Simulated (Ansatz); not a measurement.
Geometry optimisation of the cluster GeCl2.

```yaml
crystal:
  periodic: [false, false, false]
  atoms:
    - {symbol: Ge, position_ang: [0.156578, 0.529347, -0.760181]}
    - {symbol: Cl, position_ang: [-1.654582, -0.575627, -0.161140]}
    - {symbol: Cl, position_ang: [1.498004, 0.046280, 0.921331]}
basis:
  gaussian: {orbitals: def2-TZVP}
magnetization: {spin_polarized: true, initial_magnetization: 2}
hamiltonian: {xc: {name: B3LYP}, dispersion: d4}
scf: {lower_state_search: "off"}
output: {orbitals: {seedname: orbitals}}
relax: {f_tol: 0.02, max_steps: 100}
```

```sh
$ ansatz run in.yaml --threads 4 --pin off --events-out ev --progress --plain --max-ram 3916MiB
```

Output, abridged:

```
Functional definition: B3LYP
mean field -81565.89557406 eV, -2997.4913749971 hartree, gradient 2.7e-6 eV, S^2 2.004423; 0 other end points of the search recorded, 0 dependent functions left out
relax step   1: F+E_penalty+E_count = -81566.05733569 eV  Δ(F+E_penalty+E_count) = +0.000e0 eV  max|allowed force component| = 6.855e-1 eV/Å  Δτ_max = 0.0000 Å  (17 SCF iters, accepted)
mean field -81566.03654452 eV, -2997.4965555657 hartree, gradient 8.0e-7 eV, S^2 2.004508; 0 other end points of the search recorded, 0 dependent functions left out
relax step   2: F+E_penalty+E_count = -81566.18911711 eV  Δ(F+E_penalty+E_count) = -1.318e-1 eV  max|allowed force component| = 4.126e-1 eV/Å  Δτ_max = 0.1950 Å  (26 SCF iters, accepted)
mean field -81566.05105632 eV, -2997.4970888646 hartree, gradient 4.2e-6 eV, S^2 2.004294; 0 other end points of the search recorded, 0 dependent functions left out
relax step   3: F+E_penalty+E_count = -81566.20326216 eV  Δ(F+E_penalty+E_count) = -1.415e-2 eV  max|allowed force component| = 1.625e-1 eV/Å  Δτ_max = 0.0337 Å  (23 SCF iters, accepted)
mean field -81566.05338538 eV, -2997.4971744561 hartree, gradient 3.8e-6 eV, S^2 2.004145; 0 other end points of the search recorded, 0 dependent functions left out
relax step   4: F+E_penalty+E_count = -81566.20589674 eV  Δ(F+E_penalty+E_count) = -2.635e-3 eV  max|allowed force component| = 3.397e-3 eV/Å  Δτ_max = 0.0126 Å  (24 SCF iters, accepted)
Total energy: -81566.20612425 eV, -2997.5027875058 hartree
Atom 0 at     0.123564     0.417708    -0.599853 Å, force    -0.000605    -0.002050     0.002945 eV/Å
Atom 1 at    -1.808891    -0.553506    -0.299952 Å, force     0.003397     0.001635    -0.000409 eV/Å
Atom 2 at     1.685327     0.135798     0.899815 Å, force    -0.002793     0.000415    -0.002536 eV/Å
Dipole moment:     0.038536     0.130270    -0.187076 e Å
Checks for a lower state left out: stability, starts, cluster_reference, orbital_swaps, neighbouring_geometries, increment
```

It took 6 s on 4 threads of Arm Neoverse V2 on a shared host.

The relaxation made no stability test and no search for a lower SCF solution. At B3LYP-D4/def2-TZVP a singlet of charge 0 lies 2.74 eV below the triplet, each at its own geometry. The structure comes from a short search, and lower isomers may exist.
